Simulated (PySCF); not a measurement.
# The second ionisation energy along group 6

All values are computed (PySCF 2.14, energy differences of UHF-based or UKS calculations, no spin-orbit coupling). Values in eV. The last column holds reference values (NIST; (s) semi-empirical, (t) theoretical, else measured). Unmarked ones compare directly (S terms, centres of terms, or small fine structure); those marked * lie between the lowest fine-structure levels and include a spin-orbit shift.

```
                                 element                     configurations     LDA    PBE0  r2SCAN  SCS-MP2 (valence)  MP2 (valence and next inner shell)  SCS-MP2 (valence and next inner shell)           reference
    Cr (aug-cc-pwCVTZ, non-relativistic)                [Ar] 3d5 → [Ar] 3d4  17.636  16.915  16.968             15.459                              16.864                                  16.170            16.486 *
Mo (aug-cc-pwCVTZ-PP with ECP28MDF, ECP)                [Kr] 4d5 → [Kr] 4d4  16.637  16.267  16.282             15.303                              16.140                                  15.716  16.16 ± 0.12 (s) *
 W (aug-cc-pwCVTZ-PP with ECP60MDF, ECP)  [Xe] 4f14 5d4 6s1 → [Xe] 4f14 5d4  16.583  16.065  16.347             15.163                              15.967                                  15.585  16.37 ± 0.15 (s) *
```

"Valence" correlates the outer s and p shells and, in groups 3 to 12 and the f block, the outer d or f shell, open or full, or the next shell where the ion has no valence electron left; the wider scheme adds the next inner shell.
